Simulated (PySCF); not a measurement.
Compound: Si(GeH3)2Me2, C2H12Ge2Si.
SMILES: `C[Si](C)([GeH3])[GeH3]`

Computed, not measured: PySCF, TDDFT PBE0/def2-SVPD, vertical, gas phase, core orbitals frozen in the response. Isolated species at its PBE0-D3(BJ)/def2-SVP geometry, gas phase. The PBE0/def2-SVPD calculation is non-relativistic and has no spin–orbit coupling, an omission that weighs most on germanium.

Computed states:

```json
{"state": "S1", "E (eV)": "6.45", "f": "0.122"}
{"state": "S2", "E (eV)": "6.52", "f": "0.018"}
{"state": "S3", "E (eV)": "6.55", "f": "0.191"}
{"state": "S4", "E (eV)": "7.04", "f": "0.026"}
{"state": "S5", "E (eV)": "7.09", "f": "0.065"}
{"state": "S6", "E (eV)": "7.25", "f": "0.164"}
{"state": "S7", "E (eV)": "7.28", "f": "0.026"}
{"state": "S8", "E (eV)": "7.32", "f": "0.055"}
{"state": "S9", "E (eV)": "7.40", "f": "0.060"}
{"state": "S10", "E (eV)": "7.68", "f": "0.111"}
{"state": "S11", "E (eV)": "7.74", "f": "0.049"}
{"state": "S12", "E (eV)": "7.87", "f": "0.0026"}
{"state": "S13", "E (eV)": "7.92", "f": "0.045"}
{"state": "S14", "E (eV)": "7.93", "f": "0.0087"}
{"state": "S15", "E (eV)": "8.01", "f": "0.049"}
```

Broadening: Gaussians 0.4 eV wide at half height, area fixed by f = 4.319×10⁻⁹ ∫ε dν̃. The width is an assumption, not a result. The curve ends short of the highest state used, and states not computed would add to its high-energy end.

Task: What does the envelope look like, and where are its maxima?

Result: 
E (eV), ε (L mol⁻¹ cm⁻¹) and a bar:
```
     5.85         20 
     5.88         38 
     5.90         56 
     5.93         99 
     5.96        171 
     5.99        285 
     6.02        462 #
     6.05        728 #
     6.07        970 #
     6.10       1457 ##
     6.13       2124 ###
     6.16       3010 ####
     6.19       4146 #####
     6.22       5548 #######
     6.25       7215 #########
     6.27       8462 ###########
     6.30      10496 ##############
     6.33      12654 ################
     6.36      14829 ###################
     6.39      16892 ######################
     6.42      18705 ########################
     6.44      19708 ##########################
     6.47      20816 ###########################
     6.50      21374 ############################
     6.53      21337 ############################
     6.56      20714 ###########################
     6.59      19563 #########################
     6.62      17990 #######################
     6.64      16774 ######################
     6.67      14813 ###################
     6.70      12831 #################
     6.73      10974 ##############
     6.76       9373 ############
     6.79       8123 ###########
     6.81       7520 ##########
     6.84       6986 #########
     6.87       6909 #########
     6.90       7273 #########
     6.93       8048 ##########
     6.96       9181 ############
     6.99      10613 ##############
     7.01      11698 ###############
     7.04      13461 ##################
     7.07      15309 ####################
     7.10      17149 ######################
     7.13      18882 #########################
     7.16      20412 ###########################
     7.19      21649 ############################
     7.21      22273 #############################
     7.24      22868 ##############################
     7.27      23031 ##############################
     7.30      22769 ##############################
     7.33      22125 #############################
     7.36      21180 ############################
     7.38      20432 ###########################
     7.41      19221 #########################
```

Maxima: 190 nm (6.51 eV), ε about 21000, made up of S1 (35%) and S3 (59%); 171 nm (7.27 eV), ε about 23000, made up of S5 (11%), S6 (48%), S8 (15%) and S9 (13%) (ε in L mol⁻¹ cm⁻¹; maxima over ε = 5, shares over 10%).

Task: What would ε be at 7.27 eV, the highest of these maxima, with half the width (0.2 eV)?

Result: About 35000 L mol⁻¹ cm⁻¹ against 23000, a factor of about 1.5; a lone state at its own centre would give exactly 2.

Task: On this curve, what absorbance would a 10⁻⁵ mol/L sample give at 193 nm over a 1 cm path?

Result: 193 nm is 6.424 eV, where ε is about 19000 L mol⁻¹ cm⁻¹, so A = ε c l ≈ 0.19 (Beer–Lambert, with the gas-phase spectrum and the assumed width).

Task: Coming from long wavelengths, where does ε first pass 100 L mol⁻¹ cm⁻¹?

Result: At about 209 nm (5.93 eV), 0.52 eV below S1.

The run took 81 s of wall time (grids of density and orbitals included) on Arm Neoverse V1, one thread, shared host, and the process peaked at 1.1 GiB of memory.
